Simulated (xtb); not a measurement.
C2HO, charge -1, singlet, at a GFN2-xTB geometry; GFN0-xTB (xtb 6.7.1).

Here is a job for xtb.
```
$ xtb mol.xyz --gfn 0 --chrg -1 --json

# file mol.xyz
4

C      0.01788210    -0.12688834    -1.22755692
C      0.01203885    -0.07902655    -0.00461356
H      0.10093196    -0.67882411    -2.12908504
O     -0.03505720     0.23928919     1.19026348
```

Problem. What does xtb print? Leave out banner, timings and long lists.

Solution. 
```
   ID    Z sym.   atoms
    1    6 C      1, 2
    2    1 H      3
    3    8 O      4

           -------------------------------------------------
          |                Calculation Setup                |
           -------------------------------------------------

           -------------------------------------------------
          |                 G F N 0 - x T B                 |
           -------------------------------------------------

          ...................................................
          :                      SETUP                      :
          :.................................................:
          :  # basis functions                  14          :
          :  # atomic orbitals                  14          :
          :  # shells                            8          :
          :  # electrons                        16          :
          :  electronic temp.          300.0000000     K    :
          :  accuracy                    1.0000000          :
          :  -> integral cutoff          0.2500000E+02      :
          :  -> integral neglect         0.1000000E-07      :
          ...................................................

         :::::::::::::::::::::::::::::::::::::::::::::::::::::
         ::                     SUMMARY                     ::
         :::::::::::::::::::::::::::::::::::::::::::::::::::::
         :: total energy              -9.452039886438 Eh    ::
         :: gradient norm              0.073778166501 Eh/a0 ::
         :: HOMO-LUMO gap              5.478669858476 eV    ::
         ::.................................................::
         :: H0 energy                 -8.401103114918 Eh    ::
         :: repulsion energy           0.142535713030 Eh    ::
         :: electrostat energy        -1.180397638723 Eh    ::
         :: -> Gsolv                   0.000000000000 Eh    ::
         ::    -> Gsasa                0.000000000000 Eh    ::
         ::    -> Gshift               0.000000000000 Eh    ::
         :: dispersion energy         -0.000651201840 Eh    ::
         :: short-range corr.         -0.012423643987 Eh    ::
         :: add. restraining           0.000000000000 Eh    ::
         :: total charge              -1.000000000000 e     ::
         :::::::::::::::::::::::::::::::::::::::::::::::::::::

           -------------------------------------------------
          |                Property Printout                |
           -------------------------------------------------

    * Orbital Energies and Occupations

         #    Occupation            Energy/Eh            Energy/eV
      -------------------------------------------------------------
         1        2.0000           -0.6834787             -18.5984
         2        2.0000           -0.6439614             -17.5231
         3        2.0000           -0.5728581             -15.5883
         4        2.0000           -0.5100739             -13.8798
         5        2.0000           -0.4974533             -13.5364
         6        2.0000           -0.4923211             -13.3967
         7        2.0000           -0.4028615             -10.9624
         8        2.0000           -0.3975435             -10.8177 (HOMO)
         9                         -0.1962061              -5.3390 (LUMO)
        10                         -0.1727449              -4.7006
        11                         -0.1144356              -3.1140
        12                          0.0558629               1.5201
        13                          0.3783892              10.2965
        14                          1.1350141              30.8853
      -------------------------------------------------------------
                  HL-Gap            0.2013374 Eh            5.4787 eV
             Fermi-level            0.0000000 Eh            0.0000 eV

     #   Z          covCN         q      C6AA      α(0)
     1   6 C        1.908    -0.639    56.096    12.082
     2   6 C        1.836     0.329    24.240     7.945
     3   1 H        0.927     0.086     1.921     2.167
     4   8 O        0.856    -0.776    30.768     7.443

 Mol. C6AA /au·bohr⁶  :        371.654992
 Mol. C8AA /au·bohr⁸  :       9250.451844
 Mol. α(0) /au        :         29.636797

Wiberg/Mayer (AO) data.
largest (>0.10) Wiberg bond orders for each atom

 ---------------------------------------------------------------------------
     #   Z sym  total        # sym  WBO       # sym  WBO       # sym  WBO
 ---------------------------------------------------------------------------
     1   6 C    3.744 --     2 C    2.407     3 H    0.963     4 O    0.374
     2   6 C    3.931 --     1 C    2.407     4 O    1.517
     3   1 H    0.990 --     1 C    0.963
     4   8 O    1.912 --     2 C    1.517     1 C    0.374
 ---------------------------------------------------------------------------

Topologies differ in total number of bonds
Writing topology from bond orders to xtbtopo.mol

 dipole moment from electron density (au)
     X       Y       Z
   0.0554  -0.3642  -0.0696  total (Debye):    0.953

           -------------------------------------------------
          | TOTAL ENERGY               -9.452039886438 Eh   |
          | GRADIENT NORM               0.073778166501 Eh/α |
          | HOMO-LUMO GAP               5.478669858476 eV   |
           -------------------------------------------------

normal termination of xtb
```
